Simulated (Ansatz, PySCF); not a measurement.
CHOS, charge +1, singlet, geometry from GFN2-xTB. Base run: CAMB3LYP/6-311G** (PySCF).

PySCF was given this input:
```python
from pyscf import gto, scf, dft

mol = gto.M(
    atom='''
O     1.65943916   -0.41995957    0.20770173
C     0.57320951   -0.15369142    0.08329200
S    -0.95546310    0.29395335   -0.18938823
H    -1.42736083   -0.42142851    0.86884578
''',
    basis='6-311g**',
    charge=1,
    verbose=4,
)

mf = dft.RKS(mol)
mf.xc = 'camb3lyp'
mf.kernel()
```

The same geometry, method and basis name were run in Ansatz (a program for electronic structure) and PySCF, at each program's defaults and at the settings that a row names. The base is PySCF at its defaults. Differences at the defaults can come from grids, fitting, cores and function types together.

```
code and settings                                                               ΔE vs base (µEh)  basis functions      E (Eh)  SCF cycles
------------------------------------------------------------------------------  ----------------  ---------------  ----------  ----------
PySCF, defaults (exact integrals, its default grid, spherical functions)                     0.0               68  -511.78032          11
Ansatz, defaults (factorised integrals, its default grid, Cartesian functions)              -465               69  -511.78078           -
PySCF, density fitting with def2-universal-jkfit                                           -14.5               68  -511.78033          11
PySCF, fine grid                                                                            -0.5               68  -511.78032          11
Ansatz, high accuracy, Cartesian functions as the basis file defines them                   -469               69  -511.78079           -
```
